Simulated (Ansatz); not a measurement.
Nudged elastic band run: BH6NOSi

input.yaml

```yaml
crystal:
  periodic: [false, false, false]
  atoms:
    - { symbol: B, position_ang: [-1.761212, 1.007933, 0.048983] }
    - { symbol: O, position_ang: [-0.820121, 0.312478, -0.616003] }
    - { symbol: Si, position_ang: [0.835973, 0.121942, -0.193678] }
    - { symbol: "N", position_ang: [1.292215, -1.506005, 0.121423] }
    - { symbol: H, position_ang: [-1.472553, 1.605041, 1.084474] }
    - { symbol: H, position_ang: [-2.893261, 1.012716, -0.415532] }
    - { symbol: H, position_ang: [1.071864, 0.937851, 1.051375] }
    - { symbol: H, position_ang: [1.588734, 0.585178, -1.40859] }
    - { symbol: H, position_ang: [1.280556, -2.17761, -0.654908] }
    - { symbol: H, position_ang: [0.960905, -1.950724, 0.985356] }
basis:
  gaussian: { orbitals: cc-pVDZ }
hamiltonian:
  xc: lda
neb:
  order_check: false
  images: 9
  f_tol: 0.05
  max_iterations: 60
  initial_path: idpp
  final_atoms:
    - { symbol: B, position_ang: [-1.75629674, 1.01415707, 0.08998978] }
    - { symbol: O, position_ang: [-0.66404854, 0.49657143, 0.68258648] }
    - { symbol: Si, position_ang: [0.85398337, 0.14299186, -0.04411431] }
    - { symbol: "N", position_ang: [1.27570438, -1.52365207, -0.00406702] }
    - { symbol: H, position_ang: [-2.74790939, 1.1857866, 0.7860037] }
    - { symbol: H, position_ang: [-1.73696993, 1.29235009, -1.10775383] }
    - { symbol: H, position_ang: [1.85343426, 0.8916818, 0.79134106] }
    - { symbol: H, position_ang: [0.76868085, 0.58354307, -1.48263406] }
    - { symbol: H, position_ang: [0.76823663, -2.17531254, -0.61377038] }
    - { symbol: H, position_ang: [1.46828511, -1.95931729, 0.90531858] }
```

Run as:

```bash
$ ansatz run input.yaml --threads 1 --pin off --max-ram 2048MiB --backend cpu --events-out ev --progress --plain --runs-dir out
```

Output, in part (warnings, iteration lines, the closing report on the highest movable image, with atoms numbered from 0):

```
NEB end point (image 0): max|allowed force component| = 3.821e-3 eV/Å (the criterion of neb.relax_end_points is 1.000e-2)
NEB end point (image 10): max|allowed force component| = 6.054e-3 eV/Å (the criterion of neb.relax_end_points is 1.000e-2)
NEB iter   1: max|band force component| = 7.331e-1 eV/Å  barrier→ = 0.3128 eV  barrier← = 0.3128 eV  Δτ_max = 0.0904 Å  (277 SCF iters)
NEB iter   2: max|band force component| = 3.792e-1 eV/Å  barrier→ = 0.2465 eV  barrier← = 0.2465 eV  CI = image 5  Δτ_max = 0.0506 Å  (252 SCF iters)
NEB iter   3: max|band force component| = 1.676e-1 eV/Å  barrier→ = 0.2245 eV  barrier← = 0.2246 eV  CI = image 5  Δτ_max = 0.0134 Å  (250 SCF iters)
NEB iter   4: max|band force component| = 1.681e-1 eV/Å  barrier→ = 0.2220 eV  barrier← = 0.2221 eV  CI = image 5  Δτ_max = 0.0067 Å  (253 SCF iters)
NEB iter   5: max|band force component| = 1.607e-1 eV/Å  barrier→ = 0.2208 eV  barrier← = 0.2209 eV  CI = image 5  Δτ_max = 0.0134 Å  (247 SCF iters)
NEB iter   6: max|band force component| = 1.473e-1 eV/Å  barrier→ = 0.2186 eV  barrier← = 0.2186 eV  CI = image 5  Δτ_max = 0.0270 Å  (256 SCF iters)
NEB iter   7: max|band force component| = 1.279e-1 eV/Å  barrier→ = 0.2144 eV  barrier← = 0.2144 eV  CI = image 5  Δτ_max = 0.0542 Å  (247 SCF iters)
NEB iter   8: max|band force component| = 9.813e-2 eV/Å  barrier→ = 0.2074 eV  barrier← = 0.2074 eV  CI = image 5  Δτ_max = 0.1083 Å  (245 SCF iters)
NEB iter   9: max|band force component| = 1.624e-1 eV/Å  barrier→ = 0.1987 eV  barrier← = 0.1987 eV  CI = image 5  Δτ_max = 0.0536 Å  (239 SCF iters)
NEB iter  10: max|band force component| = 5.434e-1 eV/Å  barrier→ = 0.2139 eV  barrier← = 0.2140 eV  CI = image 5  Δτ_max = 0.0268 Å  (246 SCF iters)
NEB iter  11: max|band force component| = 2.303e-1 eV/Å  barrier→ = 0.1981 eV  barrier← = 0.1981 eV  CI = image 5  Δτ_max = 0.0286 Å  (255 SCF iters)
NEB iter  12: max|band force component| = 9.979e-2 eV/Å  barrier→ = 0.1958 eV  barrier← = 0.1958 eV  CI = image 5  Δτ_max = 0.0259 Å  (249 SCF iters)
NEB iter  13: max|band force component| = 2.867e-2 eV/Å  barrier→ = 0.1957 eV  barrier← = 0.1957 eV  CI = image 5  Δτ_max = 0.0000 Å  (489 SCF iters)
Total energy: -12123.15921889 eV, -445.5178839218 hartree
Atom 0 at    -1.879000     1.050982     0.118688 Å, force     0.001165    -0.006506     0.000688 eV/Å
Atom 1 at    -0.639997     0.558486     0.019718 Å, force     0.001136     0.015599    -0.001617 eV/Å
Atom 2 at     0.983051     0.133594    -0.136914 Å, force     0.001515    -0.006499     0.000098 eV/Å
Atom 3 at     1.271487    -1.555071     0.014671 Å, force    -0.001384     0.001323     0.000290 eV/Å
Atom 4 at    -2.302465     1.388053     1.220659 Å, force    -0.000320    -0.000993     0.002755 eV/Å
Atom 5 at    -2.568069     1.145095    -0.893045 Å, force    -0.000931    -0.001703    -0.002484 eV/Å
Atom 6 at     1.730401     0.835355     0.965180 Å, force    -0.000469    -0.000862     0.000838 eV/Å
Atom 7 at     1.418775     0.560022    -1.513107 Å, force    -0.000655    -0.000683    -0.000493 eV/Å
Atom 8 at     0.929450    -2.176448    -0.727619 Å, force    -0.000047     0.000176    -0.000148 eV/Å
Atom 9 at     1.139468    -1.991266     0.934668 Å, force    -0.000009     0.000148     0.000072 eV/Å
Dipole moment:     0.200215    -0.399812     0.019522 e Å
```

It converged. A vibrational analysis at the climbing image gives 2 clearly imaginary modes (198i, 69i cm⁻¹): a point of higher order, so a lower path passes nearby.

Final band (atoms are numbered from 1 in the order of the input):

| image | path coordinate (Å) | energy (eV) | height of N4 over the plane of its neighbours (Å) |
| --- | --- | --- | --- |
| 0 | 0.00 | 0.000 | -0.25 |
| 1 | 0.33 | 0.012 | -0.25 |
| 2 | 0.65 | 0.051 | -0.25 |
| 3 | 0.98 | 0.109 | -0.25 |
| 4 | 1.30 | 0.168 | -0.25 |
| 5 | 1.63 | 0.196 | -0.25 |
| 6 | 1.95 | 0.168 | -0.25 |
| 7 | 2.28 | 0.109 | -0.25 |
| 8 | 2.60 | 0.051 | -0.25 |
| 9 | 2.92 | 0.012 | -0.25 |
| 10 | 3.25 | 0.000 | -0.24 |

The run took 2.9 min on 1 thread of Arm Neoverse V2, with other jobs on the host, peak memory 0.26 GiB.
